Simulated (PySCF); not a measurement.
Sn(H)(Cl)(NH2)2 (ClH5N2Sn), SMILES [NH2][SnH]([NH2])[Cl].

Geometry: PBE0-D3(BJ)/def2-SVP. The structure was generated by enumeration; whether it is a known compound was not checked. The def2 effective core potentials stand for the cores of Sn; spin–orbit coupling is left out. The values are those of a single conformer.

Computed with PBE0/def2-TZVP (PySCF).

```
Property                                                                                                        Value
---------------------------------------------------------------------------------------------  ----------------------
total energy                                                                                       -786.85838 hartree
highest occupied level                                                                                       -7.69 eV
lowest empty level                                                                                           -0.81 eV
orbital gap                                                                                                   6.87 eV
dipole moment                                                                                                  1.32 D
quadrupole, principal values (traceless, Buckingham form, about the centre of nuclear charge)  -14.40, 5.08, 9.32 D·Å
mean static polarisability                                                                       65.5 bohr³ (9.71 Å³)
polarisability, principal values                                                               58.1, 64.4, 74.0 bohr³
```
